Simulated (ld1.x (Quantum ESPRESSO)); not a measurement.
## Scattering properties, PAW potential for potassium

- Element: K (Z = 19)
- Generator: ld1.x (Quantum ESPRESSO) 7.5
- Type: PAW
- Functional: LDA (PZ)
- Relativity: fully relativistic
- Frozen core: [Ne]
- Valence charge: 9
- Reference configuration: 3s2 3p6 3d1 4s0 4p0
- Partial waves: 3s (bound): rcut 2.20, rcutus 2.60 bohr; 4s (bound, empty): rcut 2.20, rcutus 2.60 bohr; 3p (bound): rcut 2.20, rcutus 2.55 bohr; 4p (bound, empty): rcut 2.20, rcutus 2.55 bohr; 3d (bound): rcut 3.95, rcutus 4.70 bohr; 3d channel at 3.9 Ry: rcut 3.95, rcutus 4.70 bohr
- Local potential: all-electron potential smoothed inside 3.40 bohr (lloc = -2)
- Core correction: Bessel-smoothed model core inside 1.35 bohr
- Augmentation charge: BESSEL, radius 1.65 bohr

Open shells are filled in proportion to 2j + 1 (rel_dist='average').

The phase is arctan(r·u′/u) with u = r·R(r), unwrapped; energies in Ry, scanned from -5 to 5 Ry. A pole is an energy at which the radial function vanishes at the test radius. The pseudo phase is shifted by a multiple of π to meet the all-electron one at the reference energy, and phase errors are pseudo minus all-electron; the curves can meet again beyond the range given. Levels narrower than the energy grid can be missing from the lists of poles.

```json
{"channel": "s", "radius (bohr)": "5.08", "reference energy (Ry)": "-0.23", "poles, all-electron": "0.09, 2.06", "poles, pseudo": "0.09, 2.08", "unbroken range about the reference energy with phases within 0.05 rad": "below 3.3", "phase error 1 Ry above the reference energy (rad)": "+0.006"}
{"channel": "p1/2", "radius (bohr)": "5.08", "reference energy (Ry)": "-0.11", "poles, all-electron": "0.45, 2.48", "poles, pseudo": "0.45, 2.54", "unbroken range about the reference energy with phases within 0.05 rad": "below 1.2", "phase error 1 Ry above the reference energy (rad)": "+0.003"}
{"channel": "p3/2", "radius (bohr)": "5.08", "reference energy (Ry)": "-0.11", "poles, all-electron": "0.45, 2.49", "poles, pseudo": "0.46, 2.55", "unbroken range about the reference energy with phases within 0.05 rad": "below 1.3", "phase error 1 Ry above the reference energy (rad)": "+0.003"}
{"channel": "d3/2", "radius (bohr)": "5.08", "reference energy (Ry)": "-0.05", "poles, all-electron": "0.12, 1.20, 3.21", "poles, pseudo": "0.18, 3.05", "unbroken range about the reference energy with phases within 0.05 rad": "below 0.0", "phase error 1 Ry above the reference energy (rad)": "+2.407"}
{"channel": "d5/2", "radius (bohr)": "5.08", "reference energy (Ry)": "-0.05", "poles, all-electron": "0.12, 1.20, 3.21", "poles, pseudo": "0.18, 3.05", "unbroken range about the reference energy with phases within 0.05 rad": "below 0.0", "phase error 1 Ry above the reference energy (rad)": "+2.410"}
```

The ghost test of this file was not conclusive.

Phases in the d3/2 channel:

```json
{"E (Ry)": "-5.00", "all-electron": "1.482", "pseudo": "1.483"}
{"E (Ry)": "-4.48", "all-electron": "1.477", "pseudo": "1.478"}
{"E (Ry)": "-3.96", "all-electron": "1.471", "pseudo": "1.472"}
{"E (Ry)": "-3.44", "all-electron": "1.464", "pseudo": "1.465"}
{"E (Ry)": "-2.92", "all-electron": "1.455", "pseudo": "1.456"}
{"E (Ry)": "-2.40", "all-electron": "1.443", "pseudo": "1.444"}
{"E (Ry)": "-1.88", "all-electron": "1.426", "pseudo": "1.428"}
{"E (Ry)": "-1.36", "all-electron": "1.400", "pseudo": "1.404"}
{"E (Ry)": "-0.84", "all-electron": "1.353", "pseudo": "1.361"}
{"E (Ry)": "-0.32", "all-electron": "1.203", "pseudo": "1.224"}
{"E (Ry)": "0.20", "all-electron": "-1.745", "pseudo": "-1.597"}
{"E (Ry)": "0.72", "all-electron": "-4.322", "pseudo": "-1.922"}
{"E (Ry)": "1.24", "all-electron": "-4.725", "pseudo": "-3.310"}
{"E (Ry)": "1.76", "all-electron": "-4.950", "pseudo": "-4.452"}
{"E (Ry)": "2.28", "all-electron": "-7.439", "pseudo": "-4.617"}
{"E (Ry)": "2.80", "all-electron": "-7.784", "pseudo": "-4.687"}
{"E (Ry)": "3.32", "all-electron": "-7.869", "pseudo": "-4.739"}
{"E (Ry)": "3.84", "all-electron": "-7.951", "pseudo": "-4.810"}
{"E (Ry)": "4.36", "all-electron": "-8.283", "pseudo": "-5.387"}
{"E (Ry)": "4.88", "all-electron": "-10.765", "pseudo": "-7.756"}
```
